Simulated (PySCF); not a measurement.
## Zinc: highly charged ions in a basis for the neutral atom

Zn²³⁺ [He] 2s2 2p3, Zn²⁴⁺ [He] 2s2 2p2. Calculation: PySCF 2.14, in cc-pVTZ-DK; the spin-free X2C one-electron Hamiltonian (Gaussian nucleus). No spin-orbit coupling, so a gap to NIST mixes the basis error with missing relativistic terms.

Changed run: basis of the neutral atom used for a highly charged ion. This setting is unsound on purpose.

| species | method | sound run (hartree) | changed run (hartree) | converged |
| --- | --- | --- | --- | --- |
| Zn²³⁺ | UHF | not run | -1351.07247 | yes |
| Zn²³⁺ | MN15 | not run | -1352.17820 | yes |
| Zn²³⁺ | PBE | not run | -1350.99458 | yes |
| Zn²⁴⁺ | UHF | not run | -1268.86172 | yes |
| Zn²⁴⁺ | MN15 | not run | -1269.93681 | yes |
| Zn²⁴⁺ | PBE | not run | -1268.84168 | yes |

Ionisation energy of Zn²³⁺:

| method | changed run (eV) | NIST (eV) |
| --- | --- | --- |
| UHF | 2237.1 | 2214 ± 8 |
| MN15 | 2237.9 | 2214 ± 8 |
| PBE | 2235.5 | 2214 ± 8 |

The contracted functions were made for the neutral atom and can be too rigid for a highly charged ion.
